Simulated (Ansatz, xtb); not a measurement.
# Ligand exchange: IBr + SiH2(OH)(SiH3) → HOI + SiH2(SiH3)Br

Gas-phase species: IBr (iodine monobromide), singlet; SiH2(OH)(SiH3) (disilanol), singlet; HOI (hypoiodous acid) `OI`, singlet; SiH2(SiH3)Br, singlet. The partners trade Br for OH: I–Br and Si–OH bonds give way to I–OH and Si–Br.

Shapes, held fixed at every level: PBE0-D4/def2-TZVP. Flexible molecules stand in one conformer, not always the lowest. Programs: Ansatz 0.2.0, xtb 6.7.1. The zero-point and thermal change to 298 K, harmonic and unscaled (PBE0-D4/def2-TZVP), is -1.9 kJ/mol.

```csv
level,kind,ΔH(298 K) (kJ/mol),less CCSD(T)/def2-TZVPP
GFN0-xTB,semi-empirical,+46.6,-41.5
HF/def2-SVP,Hartree–Fock,+108.3,+20.2
PBE0-D4/def2-TZVPP,global hybrid,+90.0,+1.9
r2SCAN0-D4/def2-TZVPP,global hybrid,+95.6,+7.5
wB97M-V/def2-TZVPP,range-separated hybrid,+90.8,+2.7
wB97X-V/def2-TZVPP,range-separated hybrid,+88.8,+0.7
CCSD(T)/def2-SVP,coupled cluster or CI,+90.5,+2.4
CCSD/def2-TZVPP,coupled cluster or CI,+92.0,+3.9
CCSD(T)/def2-TZVPP,coupled cluster or CI,+88.1,0.0
```

The highest level, CCSD(T)/def2-TZVPP, gives ΔH(298 K) = +88.1 kJ/mol; the levels span +46.6 to +108.3. The column of differences is taken from that level and isn't an error. No measured value is set beside it here. For atoms past krypton def2 sets carry core potentials with scalar relativity. Relativity is left out for Br. Outer-core shells of Br, I are correlated, in sets that cover them unevenly.
